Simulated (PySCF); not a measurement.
Excitations are Tamm–Dancoff values on a coarser integration grid. The basis has no diffuse functions, so Rydberg states are missing or too high.

Cartesian coordinates (Å):
SMILES: C(C=C=C)O
```xyz
11

C      2.2276     0.3131    -0.4011
C      1.0147    -0.1558    -0.3758
C     -0.2015    -0.6194    -0.3289
C     -1.2188    -0.1912     0.6956
O     -2.3705     0.3930     0.0929
H      2.4769     1.2051    -0.9647
H      3.0325    -0.1758     0.1361
H     -0.5335    -1.3392    -1.0723
H     -1.5917    -1.0612     1.2392
H     -0.7560     0.4888     1.4179
H     -2.0796     1.1425    -0.4390
```
Charge 0, multiplicity 1.

Q: Give the HOMO, dipole moment, LUMO, total energy and S1–T1 gap (TDA) at the level PySCF 2.14.0 with PBE-D3(BJ)/def2-TZVP // B3LYP-D3(BJ)/def2-TZVP.

A: 
* **HOMO**: -6.17 eV
* **dipole moment**: 0.307 e·Å
* **LUMO**: -0.90 eV
* **total energy**: -230.9948 Ha
* **S1–T1 gap (TDA)**: 0.81 eV
